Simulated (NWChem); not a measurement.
# C$_{3}$H$_{5}$NOSi; SMILES C1=CO[SiH2]N=C1

```xyz
11

C      0.0376    -1.6773     0.0000
C     -1.1666    -1.0543     0.0000
O     -1.3515     0.2761     0.0000
Si    -0.0012     1.3425     0.0000
N      1.4160     0.3548     0.0000
C      1.2884    -0.9303     0.0000
H      0.0654    -2.7615     0.0000
H     -2.1047    -1.6061     0.0000
H     -0.1026     2.1936    -1.2105
H     -0.1026     2.1936     1.2105
H      2.2053    -1.5358     0.0000
```
Atoms are numbered in this order, from 1.

Computed with NWChem. Coordinates come from a B3LYP/6-31G* (spherical d) optimisation. Hybrids' shares of exact exchange are those that their runs print; pure functionals count as 0. The functionals differ in more than this share.

```
row               share of exact exchange  orbital gap (eV)
----------------  -----------------------  ----------------
PBE/def2-TZVP                        0.00              3.19
TPSSh/def2-TZVP                      0.10              4.29
B3LYP/def2-TZVP                      0.20              4.93
PBE0/def2-TZVP                       0.25              5.33
PW6B95/def2-TZVP                     0.28          withheld
```

Question: Fit a straight line of the last column on the one before it, predict the withheld value, and compare with the run.

Answer: 
1. Means of the 4 shown rows: x = 0.138, y = 4.435. Slope Σ(x − x̄)(y − ȳ)/Σ(x − x̄)² = 0.3082/0.03688 = 8.359; intercept 3.286.
2. The shown rows scatter about the line by 0.100 (root mean square); the largest residual is +0.17, at TPSSh/def2-TZVP.
3. At x = 0.28 (PW6B95/def2-TZVP; beyond the shown range) the line gives 5.63.
4. The run gives 5.50, -0.13 from the line, 1.3 times the scatter.
